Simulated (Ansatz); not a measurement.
Basis-set extrapolation for C$_{5}$H$_{8}$Cl$_{2}$Si$_{2}$, SMILES `C=C[Si@H](Cl)C#C[Si@H](C)Cl` (PBE0-D4/def2-TZVP geometry, frozen core, Ansatz 0.2.0). Multiplicity 1, RHF reference.

```tsv
	def2-TZVPP	def2-QZVPP
HF	-1691.067878	-1691.119433
MP2 correlation	-1.398805	-1.507140
CCSD(T) correlation	-1.552000	not run
```

Energies in hartree. Use E(X) = E(∞) + A·exp(−7.88·√X) for Hartree–Fock and E(X) = E(∞) + B·X^(−2.97) for correlation, with X = 3 and 4, and add CCSD(T) minus MP2 of the smaller set to the MP2 limit.

What is the CCSD(T) energy at the basis-set limit?

HF limit: -1691.119433 + (-0.051555) × 0.13774 = -1691.12653. MP2 limit: -1.507140 + (-0.108335) × 0.74074 = -1.58739. Higher-order term: -1.552000 − (-1.398805) = -0.15319. Total: -1692.86711 hartree, 6.73 eV below CCSD(T)/def2-TZVPP.
